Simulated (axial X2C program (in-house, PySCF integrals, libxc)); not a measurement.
**Which molecule has these constants?**

Computed with an axial X2C code built on PySCF integrals, spin-free (one-electron X2C) or two-component (2c: spin–orbit coupling with atomic mean-field Coulomb and Gaunt terms, which also bring small scalar terms), in Dyall basis sets with cores contracted in-house; open shells are unrestricted.

A two-component CCSD(T) calculation in a Dyall 3-zeta basis gave Re = 1.885 Å, ωe = 688.0 cm⁻¹, De = 4.83 eV, Ω = 0.

Question: Which molecule is it?
A. SrF⁺
B. SbF⁺
C. RuF⁺
D. TcF⁺
E. SnF⁺

Answer: E. The others have SrF⁺ 2.041 Å and 556.8 cm⁻¹ (Ω = 0); TcF⁺ 1.867 Å and 666.8 cm⁻¹ (Ω = 5/2); SbF⁺ 1.859 Å and 714.7 cm⁻¹ (Ω = 1/2); RuF⁺ 1.831 Å and 708.5 cm⁻¹ (Ω = 4).

Frozen shells (counts by l): SnF⁺ Sn 4s3p2d, F 1s, 10 electrons correlated; SrF⁺ Sr 4s3p1d, F 1s, 8 electrons correlated; TcF⁺ Tc 4s3p1d, F 1s, 13 electrons correlated; SbF⁺ Sb 4s3p2d, F 1s, 11 electrons correlated; RuF⁺ Ru 4s3p1d, F 1s, 14 electrons correlated. Coupled cluster in natural virtuals with an MP2 remainder. Where the outer core of a metal is frozen, bonds come out longer and ionisation energies lower.

Each entry is the lowest single determinant of a limited PBE0 search at one distance. De goes to single-determinant-based atoms at the same level (for ions the charge split of lowest energy) and is withheld (n/a) where an atom does not fit its ground term or J level. Main or longest-lived isotopes. One determinant is a doubtful description, or other states lie close, for TcF⁺, RuF⁺; these need not be ground states, and all values refer to the states named. Some open-shell Ω = 0 determinants are out of reach, so the Ω given for RuF⁺ need not be the lowest component. With several unpaired electrons the Ω given is that of one determinant, not necessarily of the lowest component.
